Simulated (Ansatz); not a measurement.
One change: `[SiH3][GaH][SH]` becomes `[F][GaH][SH]`.

Ansatz, PBE0-D4/def2-TZVP geometries, multiplicity 1. Each molecule was computed in one conformer, which needn't be the lowest.

Scalar relativity is left out up to krypton.

```csv
property,`[SiH3][GaH][SH]`
HOMO–LUMO gap (PBE0/def2-TZVPP) / eV,5.88
HOMO energy (PBE0/def2-TZVPP) / eV,-7.73
HOMO–LUMO gap (B3LYP/def2-TZVPP) / eV,5.42
LUMO energy (ωB97M-V/def2-TZVPP) / eV,-0.11
size of the dipole moment (B3LYP/def2-TZVPP) / D,1.18
HOMO energy (PBE/def2-TZVPP) / eV,-6.59
```

(1) Give the same properties after the change, and the shifts. (Best estimate.)

Results:

(1) Computed: 
| property | `[F][GaH][SH]` | shift |
| --- | --- | --- |
| HOMO–LUMO gap (PBE0/def2-TZVPP) / eV | 6.83 | 0.95 |
| HOMO energy (PBE0/def2-TZVPP) / eV | -8.08 | -0.35 |
| HOMO–LUMO gap (B3LYP/def2-TZVPP) / eV | 6.30 | 0.88 |
| LUMO energy (ωB97M-V/def2-TZVPP) / eV | 0.46 | 0.57 |
| size of the dipole moment (B3LYP/def2-TZVPP) / D | 1.27 | 0.09 |
| HOMO energy (PBE/def2-TZVPP) / eV | -6.86 | -0.27 |

With PBE0 the HOMO falls by 0.35 eV and the LUMO rises by 0.59 eV, so the gap widens by about 0.94 eV. PBE moves the HOMO by -0.27 eV and ωB97M-V by -0.49 eV. The zero-point energy changes by -59.0 kJ/mol with -9 modes. Dipoles are sizes alone; their direction can turn.

B3LYP here is the variant with VWN-RPA as its local correlation; programs differ in this.
